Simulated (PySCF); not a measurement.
Job file and geometry (Å, from GFN2-xTB) of an NMR shielding run on SMILES FC(F)(F)C1=C[C@@H]1BCl, C4H3BClF3, GIAO PBE0/pcSseg-1 NMR shielding, non-relativistic, gas phase (PySCF 2.14.0, density-fitted response routines); density fitting, a coarse starting grid and PySCF grid level 2 are the driver's defaults:

```
$ OMP_NUM_THREADS=1 python probes_run.py task.json out

{"job": {"kind": "nmr", "xc": "PBE0", "basis": "pcSseg-1"}, "charge": 0, "multiplicity": 1}
F      2.390317     0.224265    -1.204593
C      1.851242     0.197530     0.025513
F      2.572965     1.040675     0.780159
F      2.065053    -1.036983     0.509808
C      0.425294     0.545515     0.015464
C     -0.572500     1.302207     0.330088
C     -0.939639     0.060056    -0.484622
B     -1.619965    -1.170858     0.182182
Cl    -2.630006    -2.154119    -0.744724
H     -0.968139     2.171375     0.792616
H     -1.128929     0.243914    -1.541788
H     -1.444494    -1.424264     1.313871
```

Task: Write the output of this run.

Result: 
```
coarse grid: 12176 points
cycle   1  E = -937.8331384205  dE =  1.611e+00  |g| = 9.058e-01  |ddm| = 3.299e+00
cycle   2  E = -937.6706278840  dE =  1.625e-01  |g| = 1.392e+00  |ddm| = 1.248e+00
cycle   3  E = -937.9743062446  dE = -3.037e-01  |g| = 1.319e-01  |ddm| = 8.089e-01
cycle   4  E = -937.9768357474  dE = -2.530e-03  |g| = 8.498e-02  |ddm| = 1.900e-01
cycle   5  E = -937.9785378379  dE = -1.702e-03  |g| = 1.552e-02  |ddm| = 8.095e-02
cycle   6  E = -937.9785842941  dE = -4.646e-05  |g| = 3.234e-03  |ddm| = 1.716e-02
cycle   7  E = -937.9785865197  dE = -2.226e-06  |g| = 1.065e-03  |ddm| = 4.399e-03
final grid: 118720 points
cycle   8  E = -938.0471124173  dE = -4.884e-05  |g| = 6.822e-03  |ddm| = 3.446e-02
cycle   9  E = -938.0471083689  dE =  4.048e-06  |g| = 8.489e-03  |ddm| = 1.342e-02
cycle  10  E = -938.0471221867  dE = -1.382e-05  |g| = 9.481e-04  |ddm| = 6.878e-03
cycle  11  E = -938.0471223001  dE = -1.134e-07  |g| = 2.729e-04  |ddm| = 8.041e-04
cycle  12  E = -938.0471223100  dE = -9.903e-09  |g| = 1.507e-04  |ddm| = 3.846e-04
cycle  13  E = -938.0471223152  dE = -5.260e-09  |g| = 3.675e-05  |ddm| = 1.643e-04
cycle  14  E = -938.0471223155  dE = -2.922e-10  |g| = 1.045e-05  |ddm| = 3.597e-05
converged SCF energy = -938.0471223155

GIAO shielding tensors (ppm)
atom      isotropic    diamagn.    paramagn.     s11        s22        s33       span
  0 F      245.870     471.502    -225.633    162.856    240.695    334.058    171.203
  1 C       55.875     238.107    -182.232     46.561     52.294     68.770     22.209
  2 F      246.730     471.032    -224.302    169.995    236.008    334.186    164.191
  3 F      247.658     473.600    -225.943    164.205    238.314    340.454    176.249
  4 C       66.700     259.201    -192.501    -68.515    118.588    150.027    218.542
  5 C       63.068     253.682    -190.615    -65.635     86.858    167.980    233.614
  6 C      156.137     249.562     -93.425     94.375    140.460    233.574    139.199
  7 B       29.613     190.719    -161.106    -28.039     11.840    105.039    133.078
  8 Cl     646.424    1147.446    -501.022    308.918    573.588   1056.767    747.849
  9 H       24.150      32.354      -8.204     21.064     24.189     27.196      6.133
 10 H       29.820      30.937      -1.117     23.880     29.348     36.233     12.353
 11 H       25.427      28.358      -2.931     23.304     25.183     27.794      4.490
```

Size and cost of the density-fitted run: 175 basis functions, 36 s wall time on 1 thread of an Intel Xeon, shared host; peak memory 0.88 GiB.
